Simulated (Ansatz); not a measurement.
One change: `C[CH]1[AlH][GeH2]1` becomes `F[CH]1[AlH][GeH2]1`.

Ansatz, PBE0-D4/def2-TZVP geometries, multiplicity 1. 

Scalar relativity is left out up to krypton.

```
                             property  `C[CH]1[AlH][GeH2]1`
  HOMO–LUMO gap (PBE/def2-TZVPP) / eV                  2.56
    LUMO energy (PBE/def2-TZVPP) / eV                 -2.56
 HOMO–LUMO gap (PBE0/def2-TZVPP) / eV                  4.25
  LUMO energy (B3LYP/def2-TZVPP) / eV                 -1.99
    HOMO energy (PBE/def2-TZVPP) / eV                 -5.12
HOMO energy (ωB97M-V/def2-TZVPP) / eV                 -8.01
```

Problem. What does the change do to each property? (Estimate.)

Solution. The calculation gave: 
```json
{"property": "HOMO–LUMO gap (PBE/def2-TZVPP) / eV", "`F[CH]1[AlH][GeH2]1`": "2.76", "shift": "0.20"}
{"property": "LUMO energy (PBE/def2-TZVPP) / eV", "`F[CH]1[AlH][GeH2]1`": "-2.86", "shift": "-0.30"}
{"property": "HOMO–LUMO gap (PBE0/def2-TZVPP) / eV", "`F[CH]1[AlH][GeH2]1`": "4.47", "shift": "0.22"}
{"property": "LUMO energy (B3LYP/def2-TZVPP) / eV", "`F[CH]1[AlH][GeH2]1`": "-2.30", "shift": "-0.31"}
{"property": "HOMO energy (PBE/def2-TZVPP) / eV", "`F[CH]1[AlH][GeH2]1`": "-5.61", "shift": "-0.49"}
{"property": "HOMO energy (ωB97M-V/def2-TZVPP) / eV", "`F[CH]1[AlH][GeH2]1`": "-8.53", "shift": "-0.52"}
```

With PBE0 the HOMO falls by 0.53 eV and the LUMO falls by 0.31 eV, so the gap widens by about 0.22 eV. PBE moves the HOMO by -0.49 eV and ωB97M-V by -0.52 eV.

B3LYP here is the variant with VWN-RPA as its local correlation; programs differ in this.
